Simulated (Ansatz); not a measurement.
Stepwise reaction of `[F][Y]([F])[F]` with ammonia, as a gas-phase model of exchange steps in deposition or etching. ΔE in kJ/mol; ΔG adds harmonic PBE0-D4 terms to CCSD(T)/CBS, at 1 bar.

Isolated molecules relaxed with PBE0-D4/def2-TZVP in Ansatz; ΔE leaves out vibrations. CCSD(T)/CBS adds triple-zeta CCSD(T) − MP2 to the extrapolated MP2 energy (def2 sets, frozen cores). This one scheme is used for every species. Functionals use def2-TZVPP. B3LYP here is the variant with VWN-RPA as its local correlation; programs differ in this. def2 core potentials past Kr. For Y outer-core shells are correlated without core-valence functions, which leaves a few kJ/mol of doubt a bond. One conformer a species, not always the lowest.

```
step                                                   reaction  PBE-D4  B3LYP-D4  ωB97M-V  CCSD(T)/CBS  ΔG(500 K)
   1          `[F][Y]([F])[F]` + NH₃ → `[NH2][Y]([F])[F]` + H–F   128.0     130.6    130.4        125.8      120.7
   2      `[NH2][Y]([F])[F]` + NH₃ → `[NH2][Y]([NH2])[F]` + H–F   136.9     139.7    138.1        132.0      128.7
   3  `[NH2][Y]([NH2])[F]` + NH₃ → `[NH2][Y]([NH2])[NH2]` + H–F   142.8     145.4    143.8        136.3      135.5
```

Problem. By hand: ΔE of the 3 steps together at CCSD(T)/CBS.

Solution. (125.8) + (132.0) + (136.3) = 394.1 kJ/mol, or 131.4 kJ/mol a step.

In ΔE each step is higher than the one before. All are uphill at CCSD(T)/CBS. ΔG lies between 120.7 and 135.5 kJ/mol a step. PBE-D4 differs from CCSD(T)/CBS by 2.2 to 6.5 kJ/mol a step. Isolated molecules leave out the surface, adducts and barriers. Largest T1 diagnostic: 0.015.
